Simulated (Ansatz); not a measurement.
Start from `F[CH]([AlH2])[SiH2][SiH3]` and change one atom or group to get `F[CH]([AlH2])[SiH3]`.

Ansatz, PBE0-D4/def2-TZVP geometries, multiplicity 1. Each molecule was computed in one conformer, which needn't be the lowest.

```tsv
property	`F[CH]([AlH2])[SiH2][SiH3]`
HOMO energy (PBE0/def2-TZVPP) / eV	-7.68
LUMO energy (PBE/def2-TZVPP) / eV	-2.51
HOMO energy (B3LYP/def2-TZVPP) / eV	-7.47
LUMO energy (B3LYP/def2-TZVPP) / eV	-1.96
HOMO energy (ωB97M-V/def2-TZVPP) / eV	-9.87
LUMO energy (PBE0/def2-TZVPP) / eV	-1.75
```

**Question.** Give the same properties after the change, and the shifts. (An estimate is asked.)

**Answer.** The calculation gave: 
```csv
property,`F[CH]([AlH2])[SiH3]`,shift
HOMO energy (PBE0/def2-TZVPP) / eV,-7.71,-0.03
LUMO energy (PBE/def2-TZVPP) / eV,-2.48,0.03
HOMO energy (B3LYP/def2-TZVPP) / eV,-7.50,-0.03
LUMO energy (B3LYP/def2-TZVPP) / eV,-1.93,0.03
HOMO energy (ωB97M-V/def2-TZVPP) / eV,-9.93,-0.06
LUMO energy (PBE0/def2-TZVPP) / eV,-1.71,0.04
```

B3LYP here is the variant with VWN-RPA as its local correlation; programs differ in this.
